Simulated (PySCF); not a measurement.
**Peak assignment**

Atoms are numbered as in `[CH3:1]/[CH:2]=[C:3](\[Cl:4])[C:5]([CH3:6])([CH3:7])[SiH3:8]`. Hydrogens are named by the atom that carries them.

PySCF 2.14 calculation with NMR shieldings at PBE0/pcSseg-1/GIAO and coordinates at the GFN2-xTB level; relativity neglected, averaged over atoms made equivalent by symmetry, fast rotation or ring inversion, in vacuum, one conformer.

Scale: ¹³C (σref 186.93) and ¹H (σref 31.72) vs TMS (reference shieldings calculated alike).

Question: Assign these signals to the numbered atoms. ¹³C{¹H} NMR (computed): δ 156.0 (C), 122.0 (CH), 35.0 (C), 27.7 (CH3), 18.1 (CH3).

Answer: 
```tsv
δ (ppm)	atoms	environment	reason
156.0	C3	fully substituted alkene carbon	the olefinic region
122.0	C2	alkene CH	as expected for a trigonal carbon in a double bond
35.0	C5	allylic fully substituted sp3 carbon bonded to Si	–
27.7	C6/C7	methyl carbon	aliphatic region, no heteroatom directly attached
18.1	C1	allylic methyl carbon	aliphatic region, no heteroatom directly attached
```

Question: Assign these signals to the numbered atoms. ¹H NMR (400 MHz, computed): δ 5.59 (q, 1H), 3.92 (s, 3H), 2.05 (d, 3H), 1.32 (s, 6H).

Answer: 
5.59 → H(C2), hydrogen on an alkene CH: attached to an sp2 carbon and in the plane of the double bond
3.92 → H(Si8), hydrogen on a silicon bonded to C
2.05 → H(C1), hydrogen on an allylic methyl carbon: allylic position
1.32 → H(C6)/H(C7), hydrogen on a methyl carbon

Carbons that carry Cl, above all several Cl atoms, come out too deshielded, partly because spin–orbit coupling is missing. Shifts are as computed. Against solution values, carbons near 30 ppm lie about +3 ppm off and those near 130 ppm about +5 ppm; carbons on Cl a further +6 ppm. Of 1211 compounds with measured shifts, 218 miss one by over three times the rms of a fit or turn the order of signals round; such compounds aren't used in these exercises. No couplings were computed; multiplicities are counted from neighbouring protons, with m where these are inequivalent, close in shift, in a saturated or five-membered ring or joined by F or P, and br s for small geminal =CH2 splittings.
